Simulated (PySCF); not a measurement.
Simulation results for B₂H₃N

All values are calculated (PySCF 2.14.0). Calculation on a computer-drawn molecule: vertical ionisation energy to the stated ion spin, frozen-core CCSD(T) at the basis limit and cheaper methods, single-reference cases, UHF for radicals, no spin-orbit; all values are single points at the evaluated structure, the first of each entry, which is the reference or a displaced copy of it and isn't optimised; the reference structure only sets the zero of the energies above reference; triples share is (T) over the correlation energy.

Common to all runs: charge 0; multiplicity 1; ion multiplicity 2; diffuse functions no; basis cc-pVnZ; reference is the Hartree-Fock double-zeta minimum; best is HF at quadruple zeta + MP2 correlation extrapolated from triple and quadruple zeta + CCSD(T) minus MP2 at triple zeta; basis step is the size of the change from the same recipe one zeta lower.

```yaml
- entry: 1
  formula: B2H3N
  evaluated_structure:
    atoms_angstrom:
      - [B, -3.5805, -0.5032, -0.4898]
      - [B, -2.2477, -1.3153, -1.1078]
      - ["N", -1.2872, -1.9247, -1.5638]
      - [H, -3.638, 0.7381, -0.5501]
      - [H, -4.5069, -1.0309, -0.0035]
      - [H, -0.507, -2.4142, -1.9004]
  reference_structure:
    atoms_angstrom:
      - [B, -3.586, -0.4645, -0.4887]
      - [B, -2.2527, -1.3075, -1.1022]
      - ["N", -1.2829, -1.9199, -1.5475]
      - [H, -3.6291, 0.7306, -0.5381]
      - [H, -4.5061, -1.0502, 0.0042]
      - [H, -0.507, -2.4106, -1.9049]
  given:
    drawn_bonds_atom: [1, 2, 1, 1, 3]
    drawn_bonds_other_atom: [2, 3, 4, 5, 6]
    drawn_bonds_order: [1, 2, 1, 1, 1]
  results:
    "ionisation_energy_best [eV]": 11.18
    "ionisation_energy_basis_step [eV]": 0.04449
    "energy_above_reference_best [kcal/mol]": 1.037
    "energy_above_reference_basis_step [kcal/mol]": 0.07186
    triple_zeta_method: [HF, PBE, r2SCAN, B3LYP, wB97X, MP2, CCSD, "CCSD(T)"]
    "triple_zeta_ionisation_energy [eV]": [9.268, 10.68, 10.66, 10.83, 10.88, 11.28, 10.88, 11.04]
    "triple_zeta_energy_above_reference [kcal/mol]": [0.9746, 0.9165, 0.8923, 0.9106, 0.9542, 1.143, 1.044, 1.084]
    "ionisation_energy_Koopmans_at_triple_zeta [eV]": 11.52
    "ionisation_energy_EOM_CCSD_at_triple_zeta [eV]": 11.05
    "total_energy_HF_triple_zeta [hartree]": -105.5785
    "total_energy_CCSD(T)_triple_zeta [hartree]": -106.0139
    "total_energy_best [hartree]": -106.0668
    T1_diagnostic_at_triple_zeta: 0.01653
    D1_diagnostic_at_triple_zeta: 0.04708
    ion_T1_diagnostic_at_triple_zeta: 0.02332
    ion_D1_diagnostic_at_triple_zeta: 0.09854
    ion_spin_squared_at_triple_zeta: 0.761
    triples_share_at_triple_zeta: 0.04211
    basis_functions_triple_zeta: 132
    "dipole_magnitude_HF_at_triple_zeta [debye]": 0.3209
    "dipole_magnitude_CCSD_unrelaxed_at_triple_zeta [debye]": 0.3295
    "dipole_magnitude_PBE_at_triple_zeta [debye]": 0.5536
    "dipole_magnitude_r2SCAN_at_triple_zeta [debye]": 0.399
    "dipole_magnitude_B3LYP_at_triple_zeta [debye]": 0.3196
    "dipole_magnitude_wB97X_at_triple_zeta [debye]": 0.1268
- entry: 2
  formula: B2H3N
  evaluated_structure:
    atoms_angstrom:
      - [B, -3.5861, -0.4652, -0.4892]
      - [B, -2.2533, -1.3079, -1.1039]
      - ["N", -1.284, -1.9195, -1.5463]
      - [H, -3.6297, 0.7295, -0.5395]
      - [H, -4.4324, -1.0034, -0.0363]
      - [H, -0.5075, -2.412, -1.9036]
  reference_structure:
    atoms_angstrom:
      - [B, -3.586, -0.4645, -0.4887]
      - [B, -2.2527, -1.3075, -1.1022]
      - ["N", -1.2829, -1.9199, -1.5475]
      - [H, -3.6291, 0.7306, -0.5381]
      - [H, -4.5061, -1.0502, 0.0042]
      - [H, -0.507, -2.4106, -1.9049]
  given:
    drawn_bonds_atom: [1, 2, 1, 1, 3]
    drawn_bonds_other_atom: [2, 3, 4, 5, 6]
    drawn_bonds_order: [1, 2, 1, 1, 1]
  results:
    "ionisation_energy_best [eV]": 11.14
    "ionisation_energy_basis_step [eV]": 0.04463
    "energy_above_reference_best [kcal/mol]": 2.584
    "energy_above_reference_basis_step [kcal/mol]": 0.03069
    triple_zeta_method: [HF, PBE, r2SCAN, B3LYP, wB97X, MP2, CCSD, "CCSD(T)"]
    "triple_zeta_ionisation_energy [eV]": [9.203, 10.74, 10.69, 10.85, 10.85, 11.23, 10.83, 11.0]
    "triple_zeta_energy_above_reference [kcal/mol]": [2.417, 3.092, 2.688, 2.461, 2.686, 2.521, 2.632, 2.714]
    "ionisation_energy_Koopmans_at_triple_zeta [eV]": 11.47
    "ionisation_energy_EOM_CCSD_at_triple_zeta [eV]": 11.0
    "total_energy_HF_triple_zeta [hartree]": -105.5762
    "total_energy_CCSD(T)_triple_zeta [hartree]": -106.0113
    "total_energy_best [hartree]": -106.0644
    T1_diagnostic_at_triple_zeta: 0.01647
    D1_diagnostic_at_triple_zeta: 0.04702
    ion_T1_diagnostic_at_triple_zeta: 0.01962
    ion_D1_diagnostic_at_triple_zeta: 0.07562
    ion_spin_squared_at_triple_zeta: 0.7609
    triples_share_at_triple_zeta: 0.04199
    basis_functions_triple_zeta: 132
    "dipole_magnitude_HF_at_triple_zeta [debye]": 0.4643
    "dipole_magnitude_CCSD_unrelaxed_at_triple_zeta [debye]": 0.1916
    "dipole_magnitude_PBE_at_triple_zeta [debye]": 0.4276
    "dipole_magnitude_r2SCAN_at_triple_zeta [debye]": 0.2664
    "dipole_magnitude_B3LYP_at_triple_zeta [debye]": 0.1871
    "dipole_magnitude_wB97X_at_triple_zeta [debye]": 0.1078
- entry: 3
  formula: B2H3N
  evaluated_structure:
    atoms_angstrom:
      - [B, -3.5954, -0.4677, -0.4946]
      - [B, -2.2481, -1.3271, -1.101]
      - ["N", -1.2817, -1.9196, -1.5229]
      - [H, -3.6309, 0.7303, -0.5352]
      - [H, -4.5105, -1.059, 0.0124]
      - [H, -0.4958, -2.4163, -1.8972]
  reference_structure:
    atoms_angstrom:
      - [B, -3.586, -0.4645, -0.4887]
      - [B, -2.2527, -1.3075, -1.1022]
      - ["N", -1.2829, -1.9199, -1.5475]
      - [H, -3.6291, 0.7306, -0.5381]
      - [H, -4.5061, -1.0502, 0.0042]
      - [H, -0.507, -2.4106, -1.9049]
  given:
    drawn_bonds_atom: [1, 2, 1, 1, 3]
    drawn_bonds_other_atom: [2, 3, 4, 5, 6]
    drawn_bonds_order: [1, 2, 1, 1, 1]
  results:
    "ionisation_energy_best [eV]": 11.23
    "ionisation_energy_basis_step [eV]": 0.0446
    "energy_above_reference_best [kcal/mol]": 1.45
    "energy_above_reference_basis_step [kcal/mol]": 0.1541
    triple_zeta_method: [HF, PBE, r2SCAN, B3LYP, wB97X, MP2, CCSD, "CCSD(T)"]
    "triple_zeta_ionisation_energy [eV]": [9.324, 10.76, 10.74, 10.91, 10.94, 11.32, 10.93, 11.09]
    "triple_zeta_energy_above_reference [kcal/mol]": [0.7599, 1.585, 1.492, 1.334, 1.131, 1.656, 1.379, 1.59]
    "ionisation_energy_Koopmans_at_triple_zeta [eV]": 11.58
    "ionisation_energy_EOM_CCSD_at_triple_zeta [eV]": 11.1
    "total_energy_HF_triple_zeta [hartree]": -105.5789
    "total_energy_CCSD(T)_triple_zeta [hartree]": -106.0131
    "total_energy_best [hartree]": -106.0662
    T1_diagnostic_at_triple_zeta: 0.01579
    D1_diagnostic_at_triple_zeta: 0.04464
    ion_T1_diagnostic_at_triple_zeta: 0.02125
    ion_D1_diagnostic_at_triple_zeta: 0.0878
    ion_spin_squared_at_triple_zeta: 0.7603
    triples_share_at_triple_zeta: 0.0416
    basis_functions_triple_zeta: 132
    "dipole_magnitude_HF_at_triple_zeta [debye]": 0.2794
    "dipole_magnitude_CCSD_unrelaxed_at_triple_zeta [debye]": 0.3067
    "dipole_magnitude_PBE_at_triple_zeta [debye]": 0.5411
    "dipole_magnitude_r2SCAN_at_triple_zeta [debye]": 0.3869
    "dipole_magnitude_B3LYP_at_triple_zeta [debye]": 0.3069
    "dipole_magnitude_wB97X_at_triple_zeta [debye]": 0.1068
```
